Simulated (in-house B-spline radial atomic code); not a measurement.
La+ is squeezed into an impenetrable sphere of radius R (the orbitals vanish at R). Method: scalar-relativistic (X2C) Hartree-Fock, spin-polarised, averaged over the determinants with the given up and down occupations, Fermi nucleus of rms radius 4.855 fm. Calculated with a radial B-spline atomic code at the basis-set limit.

Energies in eV above the free ion in [Xe] 5d2:

```csv
R (bohr),highest level (eV),[Xe] 5d2,[Kr] 4d10 4f1 5s2 5p5 5d2,[Kr] 4d10 5s2 5p5 5d2 5f1
7.83,-10.4,0.08519,20.25,29.62
5.75,-9.71,0.9985,21.18,35.26
5.41,-9.38,1.503,21.71,37.17
4.06,-5.51,9.284,29.83,54.9
3.32,2.39,32,52.88,89.2
3.09,7.22,48.98,69.78,111.6
2.48,33.5,166.3,183.9,249.9
2.34,44.7,224.8,240,315
1.65,185,1185,1147,1314
1.36,360,2731,2601,2864
```

(1) Does [Kr] 4d10 4f1 5s2 5p5 5d2 fall below [Xe] 5d2 under compression?

(2) Does [Kr] 4d10 5s2 5p5 5d2 5f1 fall below [Xe] 5d2 under compression?

The highest level is first positive in the row R = 3.32 bohr, pushed up by confinement above the zero of the free ion's potential. Each configuration is held fixed and needn't be the lowest in the sphere.

Results:

(1) Yes, between R = 2.34 and 1.65 bohr the order changes (near 2.14 bohr by linear interpolation).

(2) No, it stays above over the whole range.
